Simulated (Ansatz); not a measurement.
Input (FCI/def2-SVPD; Ansatz, a program for electronic structure):

Ansatz 0.2 input:
```yaml
crystal:
  periodic: [false, false, false]
  atoms:
    - {symbol: S, position_ang: [0.00000000, 0.00000000, 0.00000000]}
basis:
  gaussian:
    orbitals: def2-SVPD
magnetization: {spin_polarized: true, initial_magnetization: 2}
correlation: {method: fci, electrons: outside_noble_gas}
scf: {lower_state_search: full}
```

Output:

```
Functional definition: HF
integrals: 0.01 GiB planned
209 factors; integrals over basis functions are off by at most 2.6e-8 eV
mean field: 0.05 GiB planned
mean field evaluation 1: about -10812.8031 eV, gradient 4.4e0 eV
mean field evaluation 2: about -10812.8057 eV, gradient 4.4e0 eV
mean field evaluation 4: about -10813.0236 eV, gradient 5.1e-1 eV
mean field evaluation 8: about -10813.0282 eV, gradient 2.9e-3 eV
mean field evaluation 16: about -10813.0282 eV, gradient 2.0e-2 eV
mean field evaluation 32: about -10813.0282 eV, gradient 7.3e-4 eV
mean field -10813.02816232 eV, -397.3714556315 hartree, gradient 1.4e-6 eV, S^2 2.009199; 5 other end points of the search recorded, 0 dependent functions left out
5 core orbitals not correlated
reference -10812.90791997 eV, -397.3670368066 hartree; 4, 2 occupied and 18, 20 virtual orbitals, 209 factors
configuration interaction: 0.19 GiB planned
state -10816.07966271 eV, -397.4835962025 hartree
Total energy: -10816.07966271 eV, -397.4835962025 hartree
```
